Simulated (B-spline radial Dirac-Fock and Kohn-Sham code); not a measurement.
**Satellites and hypersatellites of the K lines of Ni⁴⁺**

System: Ni⁴⁺, configuration [Ar] 3d6.

Input file task.json (cfg lists n, l and occupation; rrms is the nuclear radius in fm):

```json
{"items": [{
  "Z": 28,
  "q": 4,
  "cfg": [[1, 0, 2], [2, 0, 2], [2, 1, 6], [3, 0, 2], [3, 1, 6], [3, 2, 6]],
  "A": 58,
  "rrms": 3.7757,
  "do": ["binding", "quiet", "double"]
}]}
```

Command: `python xray_run.py task.json out`

Model: Dirac-Fock energy differences between relaxed states, corrected for Breit and QED terms. Program: a radial B-spline solver. Each two-hole energy is an average over J within one jj subconfiguration, not an observable level; in light atoms, where LS coupling holds, the j-resolved values are not observed lines, and for a K spectator the Kα1 hypersatellite is nearly forbidden. Correlation and solid-state effects are left out.

Lines without a spectator: Kα2 (K-L2) 7458.4 eV, Kα1 (K-L3) 7475.5 eV, Kβ3 (K-M2) 8266.8 eV, Kβ1 (K-M3) 8269.1 eV. Shifts in eV with one spectator hole (a dash: not computed, or left out as unreliable):

| spectator hole | Kα2 | Kα1 | Kβ3 | Kβ1 |
| --- | --- | --- | --- | --- |
| L2 (2p1/2) | +27.85 | +34.1 | – | +77.8 |
| L3 (2p3/2) | +31.5 | +30.2 | +74.9 | – |
| M2 (3p1/2) | – | +2.73 | +6.94 | +8.73 |
| M3 (3p3/2) | +2.47 | – | +8.26 | +7.80 |

Question: Where does the K-L3 hypersatellite lie, emitted when both K electrons are missing?

Answer: +298.2 eV from the normal line, at 7773.7 eV. Removing both K electrons costs 17237.6 eV, which is 404.6 eV more than twice the K binding energy. In light atoms the observed hypersatellite is the ¹S₀ → ¹P₁ component, which lies below this average, and the triplet component is nearly forbidden.

With n spectator holes in 2p, averaged over the 2p shell (energies in eV):

```
n    KαLⁿ   step  hypersatellite KαʰLⁿ
0  7469.8      –                7767.1
1  7501.2  +31.5                7799.8
2  7533.8  +32.6                7833.6
3  7567.6  +33.7                7868.6
4  7602.5  +34.9                7904.8
5  7638.6  +36.1                7942.1
```
